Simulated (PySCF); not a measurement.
Ionisation energy of Co by level of theory

Co [Ar] 3d7 4s2 (4F) → Co⁺ [Ar] 3d8 (3F), as a difference of total energies. Computed with PySCF 2.14 in def2-QZVPPD (11s6p5d4f2g, 100 functions), with no relativity, point nucleus. Correlated levels: valence: [Ar] frozen; valence and next inner shell: [Ne] frozen. The calculations carry no spin-orbit coupling.

```json
{"method": "UHF", "ionisation energy (eV)": "7.850"}
{"method": "LDA", "ionisation energy (eV)": "7.374"}
{"method": "PBE", "ionisation energy (eV)": "7.270"}
{"method": "PBE0", "ionisation energy (eV)": "7.371"}
{"method": "r2SCAN", "ionisation energy (eV)": "7.386"}
{"method": "r2SCANh", "ionisation energy (eV)": "7.437"}
{"method": "CAM-B3LYP", "ionisation energy (eV)": "7.478"}
{"method": "MP2 (valence)", "ionisation energy (eV)": "6.942"}
{"method": "SCS-MP2 (valence)", "ionisation energy (eV)": "6.970"}
{"method": "MP2 (valence and next inner shell)", "ionisation energy (eV)": "6.604"}
{"method": "SCS-MP2 (valence and next inner shell)", "ionisation energy (eV)": "6.750"}
```

Estimate what B2PLYP gives.

7.408 eV, closest to r2SCAN among the rows shown.

Estimate what wB97M-V gives.

7.316 eV, closest to PBE among the rows shown.

A first-order spin-orbit estimate (lowest level to lowest level, LS coupling) adds 0.009 eV.

These non-relativistic numbers lack the scalar-relativistic shift.

Errors of the correlated levels include the incompleteness of this basis and the frozen core.

MP2 underrates the near-degeneracy of ns² with np² in the lower species.

For comparison: 7.881 eV (measured; NIST Atomic Spectra Database, ionization energies).
